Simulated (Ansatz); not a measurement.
Basis-set series for CH8SSi2 (`[SiH3]CS[SiH3]`). The species carries charge 0 and has multiplicity 1. All single points use the PBE0-D4/def2-TZVP geometry. It is one conformer, not always the lowest.

| functional | basis | functions | energy (Eh) | HOMO (eV) | LUMO (eV) |
| --- | --- | --- | --- | --- | --- |
| PBE0-D4 | def2-TZVPP | 269 | -1019.72105 | -6.89 | -0.16 |
| PBE0-D4 | def2-QZVPP | 507 | -1019.75545 | -6.90 | -0.28 |
| ωB97M-V | def2-TZVPP | 269 | -1020.04522 | -9.04 | 1.55 |
| ωB97M-V | def2-QZVPP | 507 | -1020.07751 | -9.06 | 1.25 |

**Question.** Give the rows for def2-SVP. (An estimate is asked.)

**Answer.** Ansatz gave: 
```csv
functional,basis,functions,energy (Eh),HOMO (eV),LUMO (eV)
PBE0-D4,def2-SVP,108,-1019.33205,-6.83,0.22
ωB97M-V,def2-SVP,108,-1019.65137,-8.95,2.12
```

Positive LUMOs are unbound and depend on the basis.
